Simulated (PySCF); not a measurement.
# A thermochemical cycle for KCd

PBE in PySCF with def2-SVP on every atom (core potentials on Cd), for the lowest determinant that a PBE0 search found; no spin–orbit coupling. KCd, a doublet (σ ↑), has De = 0.12 eV to neutral atoms, and KCd⁺, a singlet (closed shell), has De = 0.25 eV to K⁺ + Cd.

The adiabatic ionisation energy of KCd, between the minima, is 4.30 eV.

Problem. Which ionisation energy of the K atom does this level give?

Solution. IE(K) = IE(molecule) + De(ion) − De(neutral) = 4.30 + 0.25 − 0.12 = 4.43 eV; the measured value is 4.341 eV (NIST ASD).

Closed-shell solutions of metal pairs were not tested for spin polarisation, which can lower them a little. Weak bonds: KCd, KCd⁺. Basis-set superposition, not corrected here, can be much of De in a small basis, most of all at correlated wavefunction levels. For an ion De counts to the pair picked by the measured ionisation energies or electron affinities, which need not be the lowest pair at this level. States were picked by a PBE0 search and need not be the measured ground states.
